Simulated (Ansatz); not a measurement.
`C[SiH2][SiH2]F` + `BO` → `BO[SiH2]C` + `F[SiH3]` at 600 K and 1 bar (cleavage of the Si–Si bond).

Calculated with Ansatz (gas phase, PBE0-D4/def2-TZVP geometries, no zero-point term in ΔE). CCSD(T)/CBS is the MP2 limit (def2-TZVPP, def2-QZVPP) plus CCSD(T) − MP2 in def2-TZVPP, frozen cores. This one scheme is used for every species. One conformer a species, not always the lowest.

```
         species  CCSD(T)/CBS energy (Eh)  H − E (kJ/mol)  S (J/(mol·K))
`C[SiH2][SiH2]F`               -720.27653           257.6          447.5
            `BO`               -101.80414           119.7          267.1
     `BO[SiH2]C`               -431.39483           268.9          420.5
       `F[SiH3]`               -390.72345           101.0          280.0
```

H − E and S are ideal-gas, rigid-rotor, harmonic terms from PBE0-D4/def2-TZVP, for one conformer and one mirror image of each species. 1 Eh = 2625.50 kJ/mol, R = 8.31446 J/(mol·K).

By hand: ΔE, ΔH, ΔS and ΔG.

ΔE = (-431.39483) + (-390.72345) − (-720.27653) − (-101.80414) = -0.03761 Eh = -98.7 kJ/mol. Δ(H − E) = 268.9 + 101.0 − 257.6 − 119.7 = -7.4, so ΔH = -106.1 kJ/mol. ΔS = 420.5 + 280.0 − 447.5 − 267.1 = -14.1 J/(mol·K). ΔG = -106.1 − 600 × (-14.1)/1000 = -97.6 kJ/mol.

By hand: the equilibrium constant, and the temperature at which ΔG would vanish if ΔH and ΔS stayed fixed.

log₁₀ K = −ΔG/(RT ln 10) = 8.5. ΔG = 0 at ΔH/ΔS = 7525 K, far beyond where these terms or the molecules hold.

The number of gas molecules stays the same, so ΔS is small and ΔH decides. A doubt of 5 kJ/mol in ΔE shifts log₁₀ K by 0.4 here. Other conformers and mirror images would add mixing entropy, several J/(mol·K) or more a flexible species. Modes under 60 cm⁻¹, often nearly free rotors, make the harmonic entropy too high. These are equilibria of isolated gas molecules and say nothing of rates. Largest T1 diagnostic: 0.014 (customary marks: 0.02 for closed shells, 0.045 for open ones).
